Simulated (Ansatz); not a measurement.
This geometry of Cl2FH4HfNO (10 atoms, charge 0, multiplicity 1) is a first-order saddle point.

Method: Ansatz, RKS PBE-D4/def2-SVP.

```xyz
10
Properties=species:S:1:pos:R:3
Hf 0.063 0.285 0.121
N -0.070 0.122 2.290
H -0.998 0.222 2.727
H 0.372 -0.691 2.741
F 1.742 0.111 -0.797
Cl -1.615 1.616 -0.877
Cl -0.694 -1.942 -0.231
O 1.071 1.951 1.230
H 1.996 2.253 1.203
H 0.751 1.329 2.093
```

Q: Which two structures does it join? (They come from a converged band through this point; their orientation in space is the band's.)

A: Bonds broken: O8–H10. Bonds formed: N2–H10.

Initial state:

```xyz
10
Properties=species:S:1:pos:R:3
Hf 0.008 0.158 0.238
N -0.165 -0.081 2.273
H -1.056 0.050 2.768
H 0.384 -0.770 2.801
F 1.835 -0.003 -0.377
Cl -1.627 1.623 -0.674
Cl -0.771 -1.943 -0.556
O 1.040 2.148 1.098
H 1.993 2.231 0.896
H 0.977 1.842 2.033
```

Final state:

```xyz
10
Properties=species:S:1:pos:R:3
Hf 0.354 0.446 0.051
N -0.353 0.277 2.387
H -1.297 0.655 2.553
H -0.345 -0.688 2.745
F 1.023 0.666 -1.740
Cl -1.817 1.427 -0.224
Cl 0.599 -1.930 0.266
O 1.704 1.548 0.942
H 2.452 2.031 0.552
H 0.300 0.823 2.968
```

Q: How far does it lie above each of them?

A: 2.2 kcal/mol above the first and 27.9 kcal/mol above the second. This is the barrier of this one path; another mechanism may lie lower. The orbitals stay closed-shell, which can raise the energy where a bond breaks towards radicals; this wasn't checked here.

Run time: 4.9 min on 4 threads of Arm Neoverse V2 (shared host), peak memory 0.2 GiB.
